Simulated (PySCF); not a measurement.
# Ti (titanium, neutral) across methods

[Ar] 3d1 4s2 5s1, high-spin 3D determinant (an excited configuration). Computed with PySCF 2.14 in aug-cc-pVTZ-DK (8s7p5d3f2g, 93 functions), with scalar relativity by spin-free X2C-1e.

```tsv
method	E (hartree)	mean ε 4s α (eV)	mean ε 4s β (eV)	mean ε 5s α (eV)	Σ⟨r²⟩ (bohr²)	⟨S²⟩
LDA	-851.316	-8.770	-8.456	-1.586	113.5	2.001
r2SCANh	-853.361	-8.934	-8.663	-1.688	114.4	2.005
UHF	-852.48767	-10.928	-10.484	-2.292	126.3	2.003
PBE0	-853.227	-9.361	-9.044	-1.860	116.6	2.001
r2SCAN	-853.362	-8.645	-8.390	-1.597	114.3	2.005
LC-wPBE	-853.243	-11.583	-11.209	-2.583	120.4	2.002
```

Task: Estimate the same row for PBE.

Result: E (hartree) = -853.192; mean ε 4s α (eV) = -8.594; mean ε 4s β (eV) = -8.289; mean ε 5s α (eV) = -1.614; Σ⟨r²⟩ (bohr²) = 114.5; ⟨S²⟩ = 2.001.

The outer electron is Rydberg-like, and this basis confines it to a smaller radius and binds it less than a complete one would.
